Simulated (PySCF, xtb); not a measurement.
LiCl, SMILES [Li][Cl].

Harmonic wavenumbers (cm⁻¹) from GFN2-xTB (xtb) at its own minimum, in rising order: 652.

Question: What does PBE0-D3(BJ)/def2-TZVPD (PySCF 2.14.0) give at its own minimum? (An estimate is asked for; the answer gives what the named calculation found.)

Answer: 647. Paired by order, the mean absolute difference is 5 cm⁻¹ and the zero-point energies are 0.9 and 0.9 kcal/mol.
